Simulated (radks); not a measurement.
Initial-state core-level shifts of neutral thulium when its valence configuration changes from [Xe] 4f13 6s2. Calculated with a radial shooting solver on a logarithmic mesh with Libxc functionals: Dirac Kohn-Sham, PBE, spin-unpolarised, spherical densities, finite nucleus; open shells are shared between the two j in proportion to 2j + 1; Fermi nuclear charge, rms radius 5.2256 fm. Shifts are changes of the shell-averaged eigenvalues in eV (positive: less bound); the change of the density at the nucleus, which sets a Mossbauer isomer shift, is in e/bohr^3, on a base of 9.497e+05.

valence,1s,4s,4p,5s,density at nucleus
4f13 5d2,+0.237,+0.339,+0.348,+0.536,-68.04
4f12 6s2 6p1,-9.791,-10.813,-10.691,-7.480,+66.36
4f12.5 6s2 6p0.5,-4.645,-5.126,-5.074,-3.654,+30.88
4f12.5 5d0.5 6s2,-3.281,-3.744,-3.687,-2.198,+23.70
4f11.5 6s2 6p1.5,-15.322,-16.916,-16.709,-11.394,+105.44
4f12 5d2 6p1,-6.922,-7.810,-7.673,-4.325,-32.11
4f13 6p2,-2.932,-2.867,-2.874,-3.018,-66.80
